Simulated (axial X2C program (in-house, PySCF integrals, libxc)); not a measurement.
## Testing model relations on NaTi⁺

A bond curve at the CCSD(T) level, 2c, was computed with an in-house relativistic program for diatomic molecules (basis Ti dyall-cv3z [10s10p6d4f2g], Na dyall-cv3z [9s8p5d2f] (cores contracted in-house)) for the state Ω = 1 (⟨Sz⟩ = 1.00, ⟨Lz⟩ = 0.00 at HF). Its fit gives Re = 3.4209 Å, ωe = 128.8 cm⁻¹, ωexe = 0.694 cm⁻¹ and αe = 6.855e-04 cm⁻¹; the masses are 47.9479 and 22.9898 u. Two-component means X2C with spin–orbit coupling and atomic mean-field Coulomb and Gaunt terms.

Correlated methods: 4 electrons correlated (number of frozen shells: Ti 3 s, 2 p; Na 2 s, 1 p), 304 virtual spin orbitals or spinors in MP2, 75 natural virtuals in coupled cluster.

Find the reduced mass, Be and the force constant.

From the CCSD(T) values: μ = 15.5392 u. Be = 16.8576/(μ Re²) = 0.0927 cm⁻¹. k = 5.8918×10⁻⁷ μ ωe² = 0.152 mdyn/Å.

Where do the fundamental and the first overtone lie?

ν(1←0) = ωe − 2ωexe = 127.4 cm⁻¹; ν(2←0) = 2ωe − 6ωexe = 253.4 cm⁻¹.

A Morse curve ties αe to the other constants (Pekeris). How well does that hold?

αe(Morse) = 6Be²/ωe × (√(ωexe/Be) − 1) = 6.950e-04 cm⁻¹; the CCSD(T) curve gives 6.855e-04 cm⁻¹, a ratio of 1.01.

Estimate the centrifugal constant by the Kratzer relation.

D = 4Be³/ωe² = 1.92e-07 cm⁻¹.

The state is a single determinant with fixed occupations, the lowest that a limited PBE0 search found. Coupled cluster ran in a truncated set of natural virtual spinors; the MP2 energy of the rest was added. (T) has no such correction and the atoms are truncated less, which lowers De at CCSD(T) by a hundredth of an eV or more. PBE0 can misorder states that lie within some tenths of an eV, so this need not be the ground state of the molecule. The nearest other 2c determinant of the search, Ω = 2, lies 0.10 eV up at the distance of the search. With several unpaired electrons one determinant need not be a pure state. The outer-core s and p shells of the metal are frozen in the correlated rows, which leaves out core–valence correlation; for alkali and alkaline-earth bonds that tends to lengthen them. Open-shell Ω = 0 determinants with evenly filled partner blocks cannot be reached by this program, so the Ω shown need not be the lowest component. This is the Ω = 1 component of a π² triplet; the 0⁺ component is not one determinant and can lie lowest.
